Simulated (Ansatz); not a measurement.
AlH$_{3}$S$_{3}$, SMILES `[SH][Al]([SH])[SH]`. Total charge 0; spin multiplicity 1. Geometry: relaxed with PBE0-D4/def2-TZVP. It is one conformer, not always the lowest.

```xyz
7

S     1.639   -1.265    0.814
Al    0.192   -0.068   -0.288
S    -1.541    0.890    0.624
S     0.526    0.165   -2.424
H     1.000   -1.108    1.986
H    -1.250    0.449    1.860
H    -0.565    0.937   -2.572
```

Problem. What is the dipole moment at PBE/def2-TZVPP? (Estimate.)

Solution. Computed: 1.44 D, with components (-0.74, 0.24, 1.21) D in this frame, pointing from negative to positive charge.

Problem. And with r2SCAN, B3LYP, ωB97M-V? (An estimate is asked.)

Solution. The calculation gave: r2SCAN 1.53 D, B3LYP 1.46 D, ωB97M-V 1.47 D.

Problem. Give the Mulliken charges with PBE, ωB97M-V, B3LYP in def2-TZVPP. (An estimate is asked.)

Solution. Computed: 
| atom | PBE | ωB97M-V | B3LYP |
| --- | --- | --- | --- |
| S1 | -0.24 | -0.24 | -0.25 |
| Al2 | 0.39 | 0.38 | 0.43 |
| S3 | -0.24 | -0.24 | -0.25 |
| S4 | -0.24 | -0.25 | -0.25 |
| H5 | 0.11 | 0.11 | 0.10 |
| H6 | 0.11 | 0.11 | 0.10 |
| H7 | 0.12 | 0.12 | 0.11 |

B3LYP here is the variant with VWN-RPA as its local correlation; programs differ in this.
